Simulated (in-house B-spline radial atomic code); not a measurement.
Configurations of Fe II (Fe+), with energies counted from [Ar] 3d6 4s1. Method: Dirac-Hartree-Fock, average of configuration, Fermi nucleus of rms radius 3.7377 fm. Calculated with a B-spline radial code for spherical atoms. Energies include first-order Breit, QED and recoil terms.

Occupations are held fixed; configurations that lie above the ionisation limit could autoionise.

| configuration | E - E(ref) (eV) | highest orbital | its <r> (bohr) |
| --- | --- | --- | --- |
| [Ar] 3d7 | -0.20602 | 3d5/2 | 1.178 |
| [Ar] 3d6 4f1 | 11.498 | 4f5/2 | 8.968 |
| [Ar] 3d6 8p1 | 13.555 | 8p3/2 | 29.84 |
| [Ar] 3d5 4s1 6p1 | 18.086 | 6p3/2 | 13.28 |
| [Ar] 3d5 4s1 6g1 | 19.569 | 6g9/2 | 21.99 |
| [Ar] 3d5 4s1 8p1 | 19.699 | 8p3/2 | 29.15 |
| [Ar] 3d5 4s1 8f1 | 20.226 | 8f5/2 | 44.71 |
| [Ne] 3s2 3p5 3d6 4s1 5f1 | 76.934 | 5f5/2 | 15.58 |

Problem. Order these further configurations by energy, lowest first.
A. [Ne] 3s2 3p5 3d6 4s2
B. [Ar] 3d6 5f1
C. [Ar] 3d6 8s1
D. [Ar] 3d6 7p1
E. [Ne] 3s2 3p5 3d6 4s1 8f1

Solution. B (12.723 eV), D (13.002 eV), C (13.376 eV), A (62.883 eV), E (78.27 eV).

Problem. How far above the reference does [Ar] 3d5 4s1 4f1 lie?

Solution. 17.661 eV; its least bound orbital is 4f5/2 with <r> = 8.892 bohr.

Problem. How far above the reference does [Ar] 3d6 4p1 lie?

Solution. 4.57 eV; its least bound orbital is 4p3/2 with <r> = 3.605 bohr.

Problem. How far above the reference does [Ar] 3d6 7g1 lie?

Solution. 13.793 eV; its least bound orbital is 7g9/2 with <r> = 31.75 bohr.

Problem. Is the reference the lowest configuration at this level of theory?

Solution. No: [Ar] 3d7 lies 0.206 eV lower. Averages of configurations without correlation can order differently from the measured ground levels.
